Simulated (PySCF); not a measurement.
Compound: mer-MoBr3(NH3)3 (quartet state).
SMILES: `[NH3]->[Mo](<-[NH3])(<-[NH3])([Br])([Br])[Br]`

Computed, not measured: PySCF 2.14.0, PBE0-D3(BJ)/def2-SVP geometry optimisation, gas phase, def2 core potentials past Kr.

Masses are those of the commonest isotopes; rigid-rotor values at the optimised geometry. 

Question: What are A, B and C (GHz)?

Answer: Ia = 765.81, Ib = 1202.77, Ic = 1611.55 u·Å²; 505379 MHz·u·Å²/I gives 659.9, 420.2 and 313.6 MHz, that is A = 0.6599, B = 0.4202, C = 0.3136 GHz.

Question: Classify the top.

Answer: An asymmetric top: κ = (2 × 420.2 − 659.9 − 313.6)/(659.9 − 313.6) = -0.38.

Question: Is it planar, by Δ = Ic − Ia − Ib?

Answer: Not planar: Δ = Ic − Ia − Ib = -357.03 u·Å². For a rigid frame Δ = −2 Σ m c², so Σ m c² = 178.51 u·Å² lies off the ab plane: 41.26 from hydrogen and 137.26 from heavier atoms. The atom farthest from that plane is 2.67 Å away.

Question: Give the other two planar moments, Paa and Pbb, and the rms extents of the mass along the axes.

Answer: Paa = Σ m a² = (Ib + Ic − Ia)/2 = 1024.26 and Pbb = Σ m b² = (Ia + Ic − Ib)/2 = 587.29 u·Å². With the mass M = 385.74 u, the rms extents √(P/M) along a, b and c are 1.63, 1.23, 0.68 Å.

Question: Predict some low-J microwave lines.

Answer: The dipole components are |μa| = 0.06 D, |μb| = 6.71 D, |μc| = 0.05 D. The squared components, which scale the intensities, stand as 0.00 : 1.00 : 0.00 (a : b : c). Some lines, for components of 0.1 D or more:

```
type  branch         J(Ka,Kc)   MHz  lower level (cm⁻¹)
   b       Q  1(1,0) ← 1(0,1)   346               0.024
   b       Q  2(1,1) ← 2(0,2)   481               0.072
   b       Q  2(2,0) ← 2(1,1)   748               0.089
   b       R  1(1,1) ← 0(0,0)   974               0.000
   b       Q  2(2,1) ← 2(1,2)  1039               0.078
   b       R  2(0,2) ← 1(1,1)  1199               0.032
   b       R  2(1,2) ← 1(0,1)  1601               0.024
   b       R  2(2,1) ← 1(1,0)  2293               0.036
   b       R  2(2,0) ← 1(1,1)  2428               0.032
```

For this open shell read J as N, the rotation without spin; fine and hyperfine splittings come on top. No PBE0-D3(BJ)/def2-SVP frequencies stand behind this structure, so it isn't proved a minimum. ⟨S²⟩ = 3.766 (exact for a quartet: 3.75). Zero-point vibration and centrifugal distortion are left out. A rigid rotor knows nothing of internal rotation, which can split or shift real lines. Quadrupole hyperfine structure (14N, 79Br) is left out.
